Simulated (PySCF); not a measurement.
# Bonding in `C=CP(C)C#CC`

Species: C6H9P.
Atom-mapped SMILES: `[CH2:1]=[CH:2][P:3]([CH3:4])[C:5]#[C:6][CH3:7]` (hydrogens: H8, H9 on C1; H10 on C2; H11, H12, H13 on C4; H14, H15, H16 on C7)

Geometry (PBE0-D3(BJ)/def2-SVP, Å), atoms numbered from 1 in this order:
```xyz
16
C6H9P angstrom
C     -2.6096    1.3239    0.1589
C     -1.4428    1.3055    0.8090
P     -0.6165   -0.1564    1.5146
C     -1.3213   -1.5332    0.5074
C      0.9875    0.0218    0.7887
C      2.1361    0.1392    0.3998
C      3.5015    0.2783   -0.0726
H     -3.0693    2.2677   -0.1496
H     -3.1560    0.4102   -0.0940
H     -0.9402    2.2517    1.0453
H     -2.3519   -1.7280    0.8402
H     -0.7272   -2.4376    0.7019
H     -1.3132   -1.3118   -0.5699
H      4.2170    0.3074    0.7645
H      3.7781   -0.5654   -0.7244
H      3.6240    1.2043   -0.6564
```

Bond orders from the PBE0/pcSseg-1 density (PySCF). Geometry: PBE0-D3(BJ)/def2-SVP, one conformer, isolated molecule.

How far do the computed orders between heavy atoms stray from the drawn ones?

The largest departure is 0.297, at C5–C6 (drawn triple, 2.703). Drawn single, order above 1.12: C6–C7 (1.207).

Give the Mayer order of every bond, beside its length.

| bond | drawn as | length (Å) | Mayer order |
| --- | --- | --- | --- |
| C1–C2 | double | 1.336 | 1.949 |
| C2–P3 | single | 1.821 | 0.943 |
| P3–C4 | single | 1.846 | 1.031 |
| P3–C5 | single | 1.770 | 0.907 |
| C5–C6 | triple | 1.218 | 2.703 |
| C6–C7 | single | 1.451 | 1.207 |
| C1–H8 | single | 1.094 | 0.950 |
| C1–H9 | single | 1.094 | 0.952 |
| C2–H10 | single | 1.097 | 0.940 |
| C4–H11 | single | 1.100 | 0.946 |
| C4–H12 | single | 1.099 | 0.953 |
| C4–H13 | single | 1.100 | 0.935 |
| C7–H14 | single | 1.102 | 0.925 |
| C7–H15 | single | 1.101 | 0.921 |
| C7–H16 | single | 1.101 | 0.921 |

By pair of heavy elements: C–C: lowest C6–C7 (1.207, 1.451 Å), highest C5–C6 (2.703, 1.218 Å). C–P: lowest P3–C5 (0.907, 1.770 Å), highest P3–C4 (1.031, 1.846 Å); in 3 of the 3 pairs the longer bond (by over 0.003 Å) has the higher order (by 0.02 or more).

Sum the orders of all bonds at each heavy atom with more than one neighbour and set the sums beside the valence in the SMILES.

C1 3.851 (drawn 4), C2 3.832 (drawn 4), P3 2.881 (drawn 3), C4 3.865 (drawn 4), C5 3.610 (drawn 4), C6 3.910 (drawn 4), C7 3.974 (drawn 4). Orders between atoms that aren't bonded are not in these sums.

Mayer orders depend on the basis set.
